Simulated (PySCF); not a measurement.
B3LYP has the VWN-RPA correlation part, as in Gaussian. Delta-SCF ions had no search for a lower state. Excitations are Tamm–Dancoff values on a coarser integration grid. The basis has no diffuse functions, so Rydberg states are missing or too high.

C$_{3}$H$_{5}$N, SMILES `C(#N)CC` (charge 0, multiplicity 1)

Method: B3LYP-D3(BJ)/def2-TZVP in PySCF.

| Property | Result |
|---|---|
| HOMO | -9.09 eV |
| dipole moment | 0.855 e·Å |
| LUMO | 0.17 eV |
| HOMO–LUMO gap | 9.26 eV |
| S1 excitation (TDA) | 7.73 eV |
| S1 oscillator strength | 0.000 |
| T1 excitation (TDA) | 6.44 eV |
| S1–T1 gap (TDA) | 1.29 eV |
| vertical ionisation energy (Delta-SCF) | 11.81 eV |
| total energy | -172.1475 Ha |
| cost | around 90 core-seconds (rough) |

```xyz
9

C     -0.9460    -0.3953     0.0047
C      0.2352     0.5818     0.0569
C      1.5220    -0.0900    -0.0947
N      2.5257    -0.6378    -0.2159
H     -0.9706    -0.9238    -0.9477
H     -1.8815     0.1515     0.1217
H     -0.8742    -1.1337     0.8024
H      0.2446     1.1226     1.0060
H      0.1488     1.3313    -0.7332
```
Charge 0, spin multiplicity 1.
